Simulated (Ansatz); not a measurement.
tert-butylarsine (C$_{4}$H$_{11}$As), singlet, at a GFN2-xTB geometry; B3LYP5/STO-3G in Ansatz (an electronic-structure program).

Ansatz was given this input:
Ansatz 0.2 input:
```yaml
crystal:
  periodic: [false, false, false]
  atoms:
    - {symbol: C, position_ang: [-0.83316122, 1.27658107, 1.24304788]}
    - {symbol: C, position_ang: [-0.73344256, 0.02351481, 0.38238815]}
    - {symbol: C, position_ang: [-0.87008621, -1.21851579, 1.25927285]}
    - {symbol: C, position_ang: [-1.83703839, 0.03118536, -0.67224718]}
    - {symbol: As, position_ang: [1.04249619, -0.07969482, -0.57345441]}
    - {symbol: H, position_ang: [-1.79691596, 1.31804641, 1.75234834]}
    - {symbol: H, position_ang: [-0.73318524, 2.17315849, 0.63040051]}
    - {symbol: H, position_ang: [-0.04778167, 1.28733430, 1.99951757]}
    - {symbol: H, position_ang: [-0.79786018, -2.12403746, 0.65387815]}
    - {symbol: H, position_ang: [-1.83096123, -1.22802419, 1.77463380]}
    - {symbol: H, position_ang: [-0.07828299, -1.24420087, 2.00985401]}
    - {symbol: H, position_ang: [-1.77479274, -0.86143756, -1.29757801]}
    - {symbol: H, position_ang: [-1.74317674, 0.90752870, -1.31582814]}
    - {symbol: H, position_ang: [-2.82219543, 0.05305933, -0.20539039]}
    - {symbol: H, position_ang: [1.02361566, 1.36449750, -0.99321368]}
    - {symbol: H, position_ang: [1.84153244, 0.30741159, 0.64060304]}
basis:
  gaussian:
    orbitals: STO-3G
hamiltonian:
  xc: b3lyp5
accuracy: high
```

Output, abridged:

```
Functional definition: B3LYP5
1000 factors; integrals over basis functions are off by at most 1.1e-8 eV
mean field evaluation 1: about -64422.9437 eV, gradient 5.9e0 eV
mean field evaluation 2: about -64423.0175 eV, gradient 3.9e0 eV
mean field evaluation 4: about -64423.0633 eV, gradient 2.6e-1 eV
mean field evaluation 8: about -64422.9996 eV, gradient 5.2e-4 eV
mean field evaluation 16: about -64422.9996 eV, gradient 3.2e-8 eV
mean field -64422.99962995 eV, -2367.5015689232 hartree, gradient 3.2e-8 eV, S^2 0.000000; 0 other end points of the search recorded, 0 dependent functions left out
reference -64422.99966838 eV, -2367.5015703355 hartree; 34, 34 occupied and 15, 15 virtual orbitals, 1000 factors
Total energy: -64422.99966838 eV, -2367.5015703355 hartree
```
